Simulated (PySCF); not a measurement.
## Worked example: oscillator strength and radiative lifetime

C3H8BNO, SMILES C[C@H]1OB(N)C1.

Coordinates come from a B3LYP-D3(BJ)/def2-SVP optimisation. The structure was generated by enumeration; whether it is a known compound was not checked. The values are those of a single conformer.

PySCF with TDA-LC-ωPBE/def2-SVPD puts the first singlet state with f over 0.02 at 7.39 eV (vertical), with the transition dipole (-0.080, 0.374, 0.082) in atomic units.

### Question
Find the oscillator strength, the wavelength and the radiative lifetime that this transition would have in vacuum if emission retraced absorption.

### Answer

|μ|² = 0.1530 au, so |μ| = 0.99 D. ΔE = 7.39/27.211 = 0.2716 hartree. f = (2/3) ΔE |μ|² = 0.028 (the program prints 0.028).
λ = 1239.84/7.39 = 168 nm; ν = 59604 cm⁻¹.
Einstein's coefficient A = 0.6670 ν² f s⁻¹ (ν in cm⁻¹) = 6.6e7 s⁻¹, so τ = 1/A = 15 ns. This state is S1. The figure is the radiative limit of this one transition; relaxation, internal conversion, crossing to triplets and a medium change what is measured.
